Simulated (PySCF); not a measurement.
# How methods differ on the ionisation energy of Sc(15+)

Sc(15+) [He] 2s2 2p2 [2p1/2^2, M_J = 0] → Sc(16+) [He] 2s2 2p1 [2p1/2^1, M_J = 1/2], as a difference of total energies. All numbers are calculated (PySCF 2.14, the two-component X2C-1e Hamiltonian, in an even-tempered Gaussian basis (18 s from 3 bohr⁻², ratio 2.4; 11 p from 3.9 bohr⁻², ratio 2.4; 5 d from 15 bohr⁻², ratio 2.6; 5 f from 22 bohr⁻², ratio 2.6)). "Screened" scales the spin-orbit matrix elements by Boettger's factors to mimic the two-electron term; Breit and QED terms are absent.

```json
{"method": "GHF (spin-free)", "ionisation energy (eV)": "1009.6"}
{"method": "GHF (screened spin-orbit)", "ionisation energy (eV)": "1008.4"}
```

The labels give the starting determinants; with spin-orbit coupling the two ends relaxed to ⟨J²⟩ = 1.31, ⟨L²⟩ = 1.93, ⟨S²⟩ = 1.93 and ⟨J²⟩ = 0.75, ⟨L²⟩ = 2.00, ⟨S²⟩ = 0.75.

The determinant of Sc(15+) mixes levels of different J (the jj label is only the starting occupation), so the difference between spin-free and spin-orbit rows is not the physical spin-orbit shift.

For comparison: 1008.6 ± 0.4 eV (semi-empirical (NIST evaluation); NIST Atomic Spectra Database, ionization energies).
